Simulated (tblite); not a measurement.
C₅H₉AlFO₃ (charge -1).
Atom-mapped SMILES: `[CH2:1]=[CH:2][C@H:3]([F:4])[O+:5]([AlH3-:6])[CH2:7][C:8](=[O:9])[O-:10]` (hydrogens: H11, H12 on C1; H13 on C2; H14 on C3; H15, H16, H17 on Al6; H18, H19 on C7)
Bond orders are those of one Lewis drawing.

Computed with GFN2-xTB (tblite), gas phase: L-BFGS steps from a force-field or distance-geometry start until the largest atomic force falls under 0.01 eV/Å.

Step 0: E = -911.9087 eV
```
atom  x, y, z in Å  |  force x, y, z in eV/Å
C1      2.4269   -1.0398    0.1769   -1.219   0.663  -0.902
C2      1.8286   -0.2977   -0.7819    1.033  -0.836   1.709
C3      0.3439   -0.2743   -0.9225   -0.145  -0.126   0.253
F4     -0.0088    0.4777   -2.0601    0.078  -0.423   1.142
O5     -0.2933    0.2276    0.2698    0.707   0.232  -2.098
Al6    -0.0741    2.0962    0.4497    0.218   1.642   0.481
C7     -1.6818   -0.0896    0.2582   -1.285   0.357  -0.139
C8     -1.8867   -1.5233    0.6460   -2.616  -6.662  -1.347
O9     -1.4580   -1.9627    1.7447   -0.173   1.269  -1.404
O10    -2.5711   -2.3867   -0.2137    2.951   4.472   3.033
H11     1.8224   -1.6323    0.8656    0.349   0.234  -0.239
H12     3.4957   -1.0487    0.2713    0.011  -0.065   0.083
H13     2.4467    0.2816   -1.4387   -0.200   0.262  -0.310
H14     0.0329   -1.3234   -1.1288   -0.478   0.410   0.119
H15     1.4713    2.4865    0.3027   -0.016  -0.574  -0.087
H16    -0.5825    2.5473    1.9092   -0.066  -0.598  -0.215
H17    -0.9178    2.8575   -0.6647   -0.136  -0.443  -0.045
H18    -2.2410    0.4921    1.0255    0.674   0.170  -0.231
H19    -2.1629    0.1212   -0.7168    0.313   0.015   0.196
```

Step 1: E = -912.8582 eV
```
atom  x, y, z in Å  |  force x, y, z in eV/Å
C1      2.4095   -1.0303    0.1640    0.833  -0.914   1.207
C2      1.8434   -0.3097   -0.7574   -0.491   1.052  -0.911
C3      0.3418   -0.2761   -0.9189    0.205  -0.217   0.362
F4     -0.0077    0.4715   -2.0438    0.123  -0.239   0.662
O5     -0.2832    0.2309    0.2398    0.017   0.307  -1.291
Al6    -0.0710    2.1197    0.4565    0.104   1.190   0.329
C7     -1.7001   -0.0845    0.2562   -0.384  -0.240  -0.204
C8     -1.9240   -1.6184    0.6269    0.299  -0.728   1.141
O9     -1.4604   -1.9445    1.7248    0.225   0.229  -0.055
O10    -2.5290   -2.3229   -0.1703   -0.266   0.155  -0.815
H11     1.8274   -1.6288    0.8623    0.200   0.183  -0.181
H12     3.4958   -1.0495    0.2724   -0.476  -0.052   0.030
H13     2.4439    0.2854   -1.4431   -0.386  -0.023   0.043
H14     0.0261   -1.3177   -1.1270   -0.416   0.223   0.060
H15     1.4709    2.4783    0.3014    0.061  -0.485  -0.074
H16    -0.5835    2.5389    1.9060   -0.070  -0.495  -0.108
H17    -0.9198    2.8511   -0.6654   -0.134  -0.333  -0.064
H18    -2.2314    0.4946    1.0222    0.500   0.218   0.001
H19    -2.1584    0.1213   -0.7139    0.055   0.170  -0.133
```

Step 2: E = -912.9610 eV
```
atom  x, y, z in Å  |  force x, y, z in eV/Å
C1      2.4195   -1.0424    0.1800   -0.442   0.742  -0.903
C2      1.8381   -0.2958   -0.7677    0.476  -0.631   1.122
C3      0.3446   -0.2795   -0.9132    0.120  -0.162   0.100
F4     -0.0057    0.4673   -2.0321    0.058  -0.106   0.289
O5     -0.2817    0.2358    0.2172   -0.240   0.448  -0.618
Al6    -0.0691    2.1400    0.4622    0.063   0.852   0.175
C7     -1.7080   -0.0874    0.2530   -0.006  -0.169  -0.167
C8     -1.9243   -1.6410    0.6411    0.018   0.231  -0.014
O9     -1.4574   -1.9389    1.7215    0.601  -0.305   1.018
O10    -2.5276   -2.3126   -0.1768   -0.401  -0.263  -0.814
H11     1.8309   -1.6258    0.8592   -0.039  -0.095   0.144
H12     3.4889   -1.0504    0.2730    0.058  -0.081   0.117
H13     2.4379    0.2855   -1.4431   -0.169   0.193  -0.193
H14     0.0191   -1.3137   -1.1259   -0.362   0.076   0.060
H15     1.4718    2.4702    0.3001    0.105  -0.418  -0.060
H16    -0.5847    2.5306    1.9041   -0.085  -0.424  -0.011
H17    -0.9220    2.8454   -0.6664   -0.137  -0.253  -0.068
H18    -2.2228    0.4981    1.0218    0.448   0.236   0.019
H19    -2.1571    0.1239   -0.7155   -0.066   0.129  -0.197
```

Q: Estimate the geometry and energy of step 3. (The exact step hangs on the optimiser's Hessian estimate; all steps are aligned on step 2, rigid shifts and turns removed.)

A: E = -913.0475 eV, largest force 0.658 eV/Å
```
atom  x, y, z in Å  |  force x, y, z in eV/Å
C1      2.4191   -1.0391    0.1767   -0.231   0.294  -0.319
C2      1.8417   -0.2965   -0.7578    0.187  -0.211   0.448
C3      0.3479   -0.2839   -0.9083    0.092  -0.127  -0.047
F4     -0.0038    0.4633   -2.0210    0.102  -0.014  -0.036
O5     -0.2842    0.2451    0.1949   -0.405   0.518  -0.010
Al6    -0.0671    2.1643    0.4681    0.036   0.513   0.015
C7     -1.7128   -0.0915    0.2487    0.204  -0.114  -0.075
C8     -1.9242   -1.6511    0.6495   -0.137   0.065  -0.380
O9     -1.4470   -1.9399    1.7341    0.252  -0.304   0.387
O10    -2.5325   -2.3103   -0.1923    0.093   0.042   0.043
H11     1.8325   -1.6253    0.8594   -0.013  -0.054   0.091
H12     3.4856   -1.0521    0.2751    0.165  -0.070   0.116
H13     2.4319    0.2884   -1.4458   -0.210   0.115  -0.078
H14     0.0098   -1.3102   -1.1244   -0.294  -0.046   0.068
H15     1.4738    2.4593    0.2985    0.141  -0.348  -0.045
H16    -0.5866    2.5196    1.9028   -0.104  -0.347   0.093
H17    -0.9253    2.8385   -0.6680   -0.144  -0.166  -0.074
H18    -2.2114    0.5035    1.0219    0.415   0.198  -0.020
H19    -2.1572    0.1272   -0.7193   -0.147   0.055  -0.177
```

The energy changes by -0.0864 eV. The first-order estimate −F·Δx gives -0.1225 eV and the mean of the old and new forces, exact on a quadratic surface, -0.0862 eV. The step makes an angle of 40° with the force vector and moves no atom by more than 0.025 Å.

What follows is the cost of the whole relaxation. The run took 2.4 s on one thread, Arm Neoverse N1 (aarch64), no GPU, shared host with 64 logical CPUs at a one-minute load of 38.
